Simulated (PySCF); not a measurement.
C$_{2}$HF$_{2}$O$_{2}$ (SMILES O=C(O)[C](F)F), doublet, at a GFN2-xTB geometry; MN12L/pcseg-1 (PySCF).

The PySCF input:
```python
from pyscf import gto, scf, dft

mol = gto.Mole()
mol.atom = '''
    O     1.00908423    1.50155229    0.03543537
    C     0.71160733    0.32632795    0.04060336
    O     1.60255857   -0.67830943    0.12156161
    C    -0.63484075   -0.16142983   -0.03898753
    F    -1.68096637    0.62644498   -0.12569638
    F    -0.96947956   -1.43320129   -0.03424534
    H     2.50027146   -0.31452482    0.17380460
'''
mol.basis = 'pcseg-1'
mol.spin = 1
mol.verbose = 4
mol.build()

mf = dft.UKS(mol)
mf.xc = 'mn12l'
mf.kernel()
```

The log (banner, timings and long lists left out):

```
PySCF version 2.14.0

[INPUT] verbose = 4
[INPUT] num. atoms = 7
[INPUT] num. electrons = 47
[INPUT] charge = 0
[INPUT] spin (= nelec alpha-beta = 2S) = 1
[INPUT] symmetry False subgroup None
[INPUT] Mole.unit = angstrom
[INPUT] Symbol           X                Y                Z      unit          X                Y                Z       unit  Magmom
[INPUT]  1 O      1.009084230000   1.501552290000   0.035435370000 AA    1.906892831318   2.837522589813   0.066963144423 Bohr   0.0
[INPUT]  2 C      0.711607330000   0.326327950000   0.040603360000 AA    1.344742961933   0.616670452291   0.076729230137 Bohr   0.0
[INPUT]  3 O      1.602558570000  -0.678309430000   0.121561610000 AA    3.028396795875  -1.281819050410   0.229718150161 Bohr   0.0
[INPUT]  4 C     -0.634840750000  -0.161429830000  -0.038987530000 AA   -1.199675150213  -0.305058167035  -0.073675753973 Bohr   0.0
[INPUT]  5 F     -1.680966370000   0.626444980000  -0.125696380000 AA   -3.176566063904   1.183809444309  -0.237531733049 Bohr   0.0
[INPUT]  6 F     -0.969479560000  -1.433201290000  -0.034245340000 AA   -1.832050851764  -2.708357919473  -0.064714313643 Bohr   0.0
[INPUT]  7 H      2.500271460000  -0.314524820000   0.173804600000 AA    4.724828296466  -0.594365769178   0.328443093190 Bohr   0.0

nuclear repulsion = 237.109998613144
number of shells = 20
number of NR pGTOs = 157
number of NR cGTOs = 89
basis = pcseg-1
ecp = {}

******** <class 'pyscf.dft.uks.UKS'> ********
method = UKS
initial guess = minao
damping factor = 0
level_shift factor = 0
DIIS = <class 'pyscf.scf.diis.CDIIS'>
diis_start_cycle = 1
diis_space = 8
diis_damp = 0
SCF conv_tol = 1e-09
SCF conv_tol_grad = None
SCF max_cycles = 50
direct_scf = True
direct_scf_tol = 1e-13
number electrons alpha = 24  beta = 23
XC library pyscf.dft.libxc version 7.1.2
    S. Lehtola, C. Steigemann, M. J. T. Oliveira, and M. A. L. Marques,  SoftwareX 7, 1–5 (2018)
XC functionals = mn12l
    R. Peverati and D. G. Truhlar,  Phys. Chem. Chem. Phys. 14, 13171 (2012)
    R. Peverati and D. G. Truhlar,  Phys. Chem. Chem. Phys. 14, 13171 (2012)
radial grids:
    Treutler-Ahlrichs [JCP 102, 346 (1995); DOI:10.1063/1.469408] (M4) radial grids

becke partition: Becke, JCP 88, 2547 (1988); DOI:10.1063/1.454033
pruning grids: <function nwchem_prune>
grids dens level: 3
symmetrized grids: False
atomic radii adjust function: <function treutler_atomic_radii_adjust>
small_rho_cutoff = 0
Set gradient conv threshold to 3.16228e-05
tot grids = 94736
init E= -427.418965551657

cycle= 1 E= -426.246476293299  delta_E= 1.17  |g|= 0.777  |ddm|= 2.08

cycle= 2 E= -424.640433346701  delta_E= 1.61  |g|= 1.93  |ddm|= 2.37
cycle= 3 E= -426.415018107272  delta_E= -1.77  |g|= 0.398  |ddm|= 2.12
cycle= 4 E= -426.474437327539  delta_E= -0.0594  |g|= 0.171  |ddm|= 0.506
cycle= 5 E= -426.485215245905  delta_E= -0.0108  |g|= 0.048  |ddm|= 0.153
cycle= 6 E= -426.486206752449  delta_E= -0.000992  |g|= 0.0165  |ddm|= 0.0578
cycle= 7 E= -426.48637001029  delta_E= -0.000163  |g|= 0.00967  |ddm|= 0.0259
cycle= 8 E= -426.486417961702  delta_E= -4.8e-05  |g|= 0.0032  |ddm|= 0.0124
cycle= 9 E= -426.486423851187  delta_E= -5.89e-06  |g|= 0.00162  |ddm|= 0.00437
cycle= 10 E= -426.48642502214  delta_E= -1.17e-06  |g|= 0.000584  |ddm|= 0.00176
cycle= 11 E= -426.48642509935  delta_E= -7.72e-08  |g|= 0.000525  |ddm|= 0.00102
cycle= 12 E= -426.486425202952  delta_E= -1.04e-07  |g|= 0.000101  |ddm|= 0.000422
cycle= 13 E= -426.486425208086  delta_E= -5.13e-09  |g|= 3.96e-05  |ddm|= 0.000127
cycle= 14 E= -426.486425208728  delta_E= -6.42e-10  |g|= 2.24e-05  |ddm|= 5.66e-05
Extra cycle  E= -426.486425208089  delta_E= 6.39e-10  |g|= 4.67e-05  |ddm|= 5.22e-05
converged SCF energy = -426.486425208089  <S^2> = 0.75845694  2S+1 = 2.0084391
```
